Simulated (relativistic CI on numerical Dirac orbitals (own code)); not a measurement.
# What each ingredient does to the levels of Tl³⁹⁺

Base calculation: Dirac-Coulomb-Breit CI, KLI orbitals optimised for each configuration, model QED (radiative potential, 1s self-energy scaled to tabulated hydrogen-like ionisation energies), unscaled Slater integrals.

CI space (outside the closed core [Ar] 3d10): 4s²4p⁶4d⁶, 4s²4p⁶4d⁵4f, 4s²4p⁵4d⁷, 4s4p⁶4d⁷, 4s²4p⁵4d⁶4f, 4s4p⁶4d⁶4f, 4s²4p⁶4d⁵5s, 4s²4p⁶4d⁴4f5s, 4s²4p⁶4d⁵5d, 4s4p⁶4d⁶5s, 4s²4p⁶4d⁵6s, 4p⁶4d⁸, 4p⁵4d⁹, 4p⁵4d⁸4f, 4s²4p⁶4d⁴5s², 4s²4p⁶4d³4f5s², 4s²4p⁵4d⁴4f5s², 4s4p⁶4d⁴4f5s². Double excitations out of closed p, d and f shells are left out; levels of such configurations are missing from the list, as are those of other unlisted configurations, and high levels can miss mixing partners.

Variants: (1) P86 correlation estimate; (2) configuration mixing switched off; (3) one mean potential for all configurations. Shifts of the energy above 4s²4p⁶4d⁶ ³F4, in cm⁻¹, for the lowest level and the first level of each name with at least 55 % of one term (blank where a level changes its place among those of its configuration and J or its character, or is not in the variant):

| Level | Base | Δ(1) | Δ(2) | Δ(3) |
| --- | --- | --- | --- | --- |
| 4s²4p⁶4d⁶ ³F4 | 0 | 0 | 0 | 0 |
| 4s²4p⁶4d⁶ ⁵D3 | 199821 | 0 | +151 | +9 |
| 4s²4p⁶4d⁶ ³G5 | 237244 | +1 | +2672 | +11 |
| 4s²4p⁶4d⁶ ³H6 | 237473 | +1 | +4085 | +13 |
| 4s²4p⁶4d⁶ ³P1 | 320952 | -1 | -1563 | +9 |
| 4s²4p⁶4d⁶ ³F3 | 331116 | -1 | -1175 | +9 |
| 4s²4p⁶4d⁶ ⁵D2 | 426211 | -1 | -795 | +18 |
| 4s²4p⁶4d⁶ ⁵D0 | 440539 | -3 | -3986 | +17 |
| 4s²4p⁶4d⁶ ³H5 | 465503 | 0 | +2136 | +21 |
| 4s²4p⁶4d⁶ ¹I6 | 479218 | 0 | +3589 | +22 |
| 4s²4p⁶4d⁶ ¹D2 | 644406 | -3 | -4254 | +19 |
| 4s²4p⁶4d⁶ ¹S0 | 711355 | -4 | -8115 | +19 |
| 4s²4p⁵4d⁷ ⁵G°6 | 1739375 | +1575 | -21528 | -459 |
| 4s²4p⁵4d⁷ ³P°0 | 1777088 | +1569 | -19799 | -467 |

At this charge energies of transitions that change n are usually good to better than 1 %, and those within a shell (Δn = 0) to a few per cent. Terms inside the open d or f shell come out 10 to 20 % too wide with unscaled integrals.

Ionisation energy from the two ground configurations alone: base 1861.86 eV; P86 correlation estimate 1864 eV. The NIST ASD value (theoretical) is 1862 eV.

LS names give the leading component of a level, which can be under half, so a name can repeat, a term be missing and a line seem to break the LS rules.
